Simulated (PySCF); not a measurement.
Vertical excitations of a molecule C₃H₅BFNO from TDA-PBE/def2-SVPD (PySCF), as energy in eV (oscillator strength): 1.76 (0.000), 2.32 (0.001), 3.67 (0.000), 4.31 (0.001), 4.51 (0.163), 4.75 (0.000), 5.67 (0.014), 6.12 (0.000), 6.22 (0.005), 6.29 (0.001). Lowest triplet (TDA): 1.28 eV. Geometry optimised at B3LYP-D3(BJ)/def2-SVP. The values are those of a single conformer.

Q: Which structure fits?
(A) O[C@H]1CN=CB1F
(B) NB1COC=C1F
(C) C/N=C/B(F)C=O
(D) C#CCNB(O)F

A: C, C/N=C/B(F)C=O
